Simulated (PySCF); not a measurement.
# Telling isomers of C9H16O apart by NMR

Computed data (PySCF 2.14.0 with density-fitted response routines): GFN2-xTB structure, PBE0/pcSseg-1 with gauge-including orbitals. Single conformer, averaged over atoms made equivalent by symmetry, fast rotation or ring inversion, no solvent, non-relativistic Hamiltonian.

References, each an isolated molecule treated in the same way: TMS for ¹H and ¹³C. Where no couplings were computed, multiplicities follow the n + 1 count of equivalent neighbours, and m marks all less simple cases (inequivalent or close neighbours, rings, F or P nearby). Shifts are as computed. Against solution values, carbons near 30 ppm lie about +3 ppm off and those near 130 ppm about +5 ppm. Of 1211 compounds with measured shifts, 218 miss one by over three times the rms of a fit or turn the order of signals round; such compounds aren't used in these exercises. OH and NH positions are gas-phase values without hydrogen bonding to other molecules.

(1) Tabulate the signals of `C=CC1(CO)CCCCC1`, `CC1CC(=COC(C)C)C1`, `CC(C)(C)[C@H]1C=COCC1`, `CO[C@@H]1CC[C@H]2CC[C@@H]1C2` and their relative energies.

(2) What is the quickest way to tell CC(C)(C)[C@H]1C=COCC1 from CO[C@@H]1CC[C@H]2CC[C@@H]1C2?

(3) What is the quickest way to tell CC1CC(=COC(C)C)C1 from CC(C)(C)[C@H]1C=COCC1?

(4) What is the quickest way to tell C=CC1(CO)CCCCC1 from CO[C@@H]1CC[C@H]2CC[C@@H]1C2?

Results:

(1) 
```tsv
SMILES	carbon types	δC	δH	E rel. (kcal/mol)
C=CC1(CO)CCCCC1	1×C 1×CH 7×CH2	158.0, 120.3, 64.8, 44.0, 33.9, 30.3, 25.5	6.00 (m, 1H), 5.49 (m, 1H), 5.30 (m, 1H), 3.55 (s, 2H), 1.92 (m, 2H), 1.77 (m, 1H), 1.62 (m, 2H), 1.44 (m, 2H), 1.13 (m, 2H), 1.12 (m, 1H), 1.00 (br s, 1H)	10.9
CC1CC(=COC(C)C)C1	1×C 3×CH 2×CH2 3×CH3	147.3, 116.5, 76.9, 35.1, 35.0, 26.6, 25.0, 24.8	6.03 (s, 1H), 3.83 (sept, 1H), 2.94 (m, 1H), 2.90 (m, 1H), 2.33 (m, 1H), 2.29 (m, 1H), 2.29 (m, 1H), 1.19 (d, 6H), 1.14 (d, 3H)	31.6
CC(C)(C)[C@H]1C=COCC1	1×C 3×CH 2×CH2 3×CH3	152.7, 107.5, 68.5, 44.8, 34.2, 28.3, 28.0	6.60 (d, 1H), 4.82 (m, 1H), 4.34 (m, 1H), 4.01 (m, 1H), 2.05 (m, 1H), 1.63 (m, 1H), 1.50 (m, 1H), 0.93 (s, 9H)	11.3
CO[C@@H]1CC[C@H]2CC[C@@H]1C2	3×CH 5×CH2 1×CH3	84.5, 58.1, 38.6, 38.4, 34.0, 33.0, 30.1, 29.8, 29.3	3.50 (s, 3H), 3.08 (m, 1H), 2.37 (m, 1H), 2.03 (m, 1H), 1.97 (m, 1H), 1.82 (m, 1H), 1.79 (m, 1H), 1.78 (m, 1H), 1.55 (m, 1H), 1.53 (m, 1H), 1.47 (m, 1H), 1.30 (m, 1H), 1.22 (m, 1H), 1.14 (m, 1H)	0.0
```

Energies are electronic energies at PBE0/pcSseg-1 on these geometries, without zero-point or thermal terms, each for the one conformer computed, which needn't be the lowest.

(2) Count the carbon signals: 7 against 9. The first has an alkene carbon bearing oxygen (CH) at 152.7 ppm, the second a methyl carbon bonded to O (CH3) at 58.1 ppm. Their most deshielded carbons lie at 152.7 and 84.5 ppm. In the proton spectra the most deshielded non-exchanging signals are 6.60 (d, 1H) and 3.50 (s, 3H).

(3) Count the carbon signals: 8 against 7. The first has a β carbon of an enol-ether or enamine type C=C (C) at 116.5 ppm, the second a quaternary sp3 carbon (C) at 34.2 ppm. Their most deshielded carbons lie at 147.3 and 152.7 ppm. In the proton spectra the most deshielded non-exchanging signals are 6.03 (s, 1H) and 6.60 (d, 1H).

(4) Count the carbon signals: 7 against 9. The first has an alkene CH at 158.0 ppm, the second an sp3 CH bonded to O at 84.5 ppm. In the proton spectra the most deshielded non-exchanging signals are 6.00 (m, 1H) and 3.50 (s, 3H).
